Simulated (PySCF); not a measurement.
## Bond energies at PBE/def2-SVP beside a composite method

PySCF, lowest determinants of a PBE0 search. The composite is CCSD(T) extrapolated to the basis-set limit from two correlation-consistent sets, with core-valence (CV) and scalar-relativistic (SR) terms as its label shows; it has no spin–orbit coupling and nothing beyond (T).

| species | state (unpaired electrons) | De PBE (eV) | De composite (eV) | composite | dissociates to |
| --- | --- | --- | --- | --- | --- |
| P2 | singlet (closed shell) | 5.17 | 5.05 | CCSD(T)/CBS(TQ)+CV+SR | P + P |
| SnI | doublet (π ↑) | 3.19 | 2.95 | CCSD(T)/CBS(DT) | Sn + I |
| RbNa | singlet (closed shell) | 0.67 | 0.62 | CCSD(T)/CBS(DT) | Rb + Na |
| OF | doublet (π ↑) | 3.24 | 2.24 | CCSD(T)/CBS(TQ)+CV+SR | O + F |
| AlCl⁺ | doublet (σ ↑) | 2.21 | 1.96 | CCSD(T)/CBS(TQ)+CV+SR | Al⁺ + Cl |
| KCl | singlet (closed shell) | 4.08 | 4.33 | CCSD(T)/CBS(DT)+CV | K + Cl |
| TeO | triplet (π ↑↑) | 4.47 | 4.06 | CCSD(T)/CBS(TQ) | Te + O |
| BiF | triplet (π ↑↑) | 4.06 | 3.88 | CCSD(T)/CBS(DT) | Bi + F |

Problem. Does PBE bind more or less than the composite, by how much on average, and where is the difference largest?

Solution. PBE/def2-SVP binds more on average, method and basis taken together: the mean signed difference is +0.25 eV and the mean absolute one 0.31 eV; it is largest for OF (+1.00 eV).

The molecules are drawn from runs that passed checks on state, spin purity and fit, so the hardest cases are missing and the errors look smaller than over all diatomics.

Correlated steps freeze the inner cores (2 to 15 orbitals); shallow outer-core shells are correlated. Closed-shell solutions of metal pairs were not tested for spin polarisation, which can lower them a little. Spin–orbit coupling is left out, which matters for elements this heavy, above all for dissociation energies. For an ion De counts to the pair picked by the measured ionisation energies or electron affinities, which need not be the lowest pair at this level. Where the molecule has an RHF reference, its open-shell atoms are computed with UHF. The CCSD T1 diagnostic is raised in TeO, a sign that a single reference may not be enough there. States were picked by a PBE0 search and need not be the measured ground states.
